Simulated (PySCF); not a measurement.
LiCl, SMILES [Li][Cl]. Geometry: PBE-D3(BJ)/def2-TZVPD.

Problem. Give the equilibrium geometry at PBE-D3(BJ)/def2-TZVPD (PySCF confirms it by a frequency run) as Cartesian coordinates in Å, and its point group. (The exact figures need the calculation; the answer reports its results.)

Solution. point group C∞v.
```xyz
2

Li     0.0000     0.0000    -1.7235
Cl     0.0000     0.0000     0.3041
```
Charge 0, spin multiplicity 1.
